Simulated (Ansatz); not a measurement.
Two structures of AlSiN₂H₉, singlet, reached by relaxing down either side of one saddle point (PBE0-D4/def2-TZVP). Energies are electronic, without zero-point energy. Ansatz 0.2.0; basis: def2-TZVPP and def2-QZVPP; cores frozen in the correlated methods. Extrapolation: Hartree–Fock as exp(−7.88 √X), correlation as X^−2.97. First:

```csv
atom,x (Å),y (Å),z (Å)
Al1,-0.2415,-0.6974,-0.0142
Si2,1.7539,0.3617,0.9202
N3,-1.3448,-1.6243,1.0141
N4,-0.5979,-0.5096,-1.7397
H5,-0.6287,3.0302,-0.6775
H6,-0.7864,2.3760,-1.0038
H7,2.5813,1.0053,-0.1413
H8,1.4057,1.4273,1.9048
H9,2.6359,-0.6075,1.6337
H10,-2.1874,-2.0885,0.7163
H11,-1.2088,-1.7596,2.0024
H12,0.0080,-0.0247,-2.3814
H13,-1.3894,-0.8887,-2.2337
```

Second:

Al1  (-1.279, 0.176, -0.596)
Si2  (1.728, 0.638, 0.953)
N3  (-1.212, -0.733, 0.931)
N4  (-0.711, -0.591, -2.086)
H5  (0.812, 1.328, -0.002)
H6  (-1.940, 1.610, -0.634)
H7  (3.052, 1.312, 0.848)
H8  (1.219, 0.781, 2.337)
H9  (1.881, -0.785, 0.571)
H10  (-0.913, -1.688, 1.036)
H11  (-1.606, -0.399, 1.795)
H12  (-0.733, -0.144, -2.988)
H13  (-0.298, -1.505, -2.164)
(Å)

Task: Which bonds change from the first to the second?

Result: AlSiN₂H₇ ([NH2][Al]([NH2])[SiH3]) + H₂ → AlN₂H₅ ([NH2][AlH][NH2]) + SiH₄; bonds formed: Al1–H6, Si2–H5; bonds broken: Al1–Si2, H5–H6.

Task: Give the saddle point's structure and its height above each. (Judge from chemistry; the value comes from the calculation.)

Result: The calculation gives: 161.9 kJ/mol above the first and 180.3 kJ/mol above the second (CCSD(T) at an estimated basis limit (MP2 extrapolated from triple and quadruple zeta, plus CCSD(T) − MP2 in triple zeta)).
```tsv
atom	x (Å)	y (Å)	z (Å)
Al1	-0.6859	-0.0811	-0.3391
Si2	1.5877	0.6633	0.8434
N3	-1.4641	-1.0022	0.9552
N4	-0.5007	-0.5914	-2.0229
H5	-0.0051	1.4015	0.0715
H6	-0.9596	1.6263	-0.4206
H7	2.5934	1.4502	0.0774
H8	1.5418	1.1835	2.2394
H9	2.0781	-0.7486	0.9104
H10	-2.3971	-1.3741	0.8861
H11	-1.1335	-1.0653	1.9027
H12	-0.4964	0.0360	-2.8091
H13	-0.1585	-1.4981	-2.2946
```

The T1 diagnostic stays at or below 0.013.

Labels in which every atom is bracketed show which atoms are joined, not bond orders.

For scale, one of the runs: CCSD(T)/def2-TZVPP, 272 basis functions (an equivalent command: `ansatz run in.yaml --threads 4`). Time: 100 s of wall clock on 4 CPU threads; the host was shared. Peak host memory: 6.8 GiB.
